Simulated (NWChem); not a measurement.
Molecule: C4H5F; SMILES C1CC=C1F

```xyz
10

F     -0.0135    -1.8345     0.0000
C      0.0584    -0.5180     0.0000
C      1.0728     0.3519     0.0000
C      0.1103     1.5231     0.0000
C     -1.0521     0.4806     0.0000
H      2.1598     0.2697     0.0000
H      0.1394     2.1636    -0.8963
H      0.1394     2.1636     0.8963
H     -1.6917     0.4899    -0.8972
H     -1.6917     0.4899     0.8972
```
Atoms are numbered in this order, from 1.

Level: PBE0/def2-SVP (NWChem), optimised geometry, unscaled harmonic frequencies. 

| frequency (cm⁻¹) | IR intensity (km/mol) |
|---|---|
| 249 | 0.0 |
| 426 | 3.0 |
| 449 | 6.7 |
| 673 | 10.6 |
| 791 | 28.1 |
| 878 | 15.4 |
| 910 | 9.3 |
| 944 | 12.4 |
| 1017 | 26.1 |
| 1038 | 0.1 |
| 1091 | 0.3 |
| 1156 | 0.6 |
| 1186 | 1.3 |
| 1209 | 9.8 |
| 1254 | 8.2 |
| 1375 | 138.5 |
| 1442 | 6.1 |
| 1475 | 7.3 |
| 1773 | 153.2 |
| 3070 | 34.8 |
| 3079 | 21.5 |
| 3130 | 6.5 |
| 3142 | 19.5 |
| 3263 | 2.0 |

```
Quantity                                                                           Result
-----------------------------------------------------------------------  ----------------
zero-point energy                                                           50.0 kcal/mol
thermal correction to the enthalpy at 298.15 K (with zero-point energy)     53.4 kcal/mol
heat capacity Cv                                                         15.6 cal/(mol K)
entropy at 298.15 K and 1 atm (symmetry number 1)                        68.5 cal/(mol K)
dipole moment                                                                      1.33 D
```

Rigid rotor and harmonic oscillator.
